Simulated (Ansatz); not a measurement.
AlCl2GeH3, SMILES [Cl][Al]([Cl])[GeH3].

The structure is a stationary point at PBE0-D3(BJ)/def2-SVP. The structure was generated by enumeration; whether it is a known compound was not checked.

Two levels are set side by side: PBE/def2-SVPD (Ansatz, a first-principles code) and CAM-B3LYP/def2-SVPD (Ansatz). Energy differences of separate SCF runs at the same geometry; the states with an electron removed or added have multiplicity 2 and 2. Differences are taken from unrounded values.

| quantity | CAM-B3LYP | PBE | PBE minus CAM-B3LYP |
|---|---|---|---|
| vertical ionisation energy (eV) | 10.46 | 9.97 | -0.49 |
| vertical singlet–triplet gap (eV) | 4.81 | 4.34 | -0.47 |
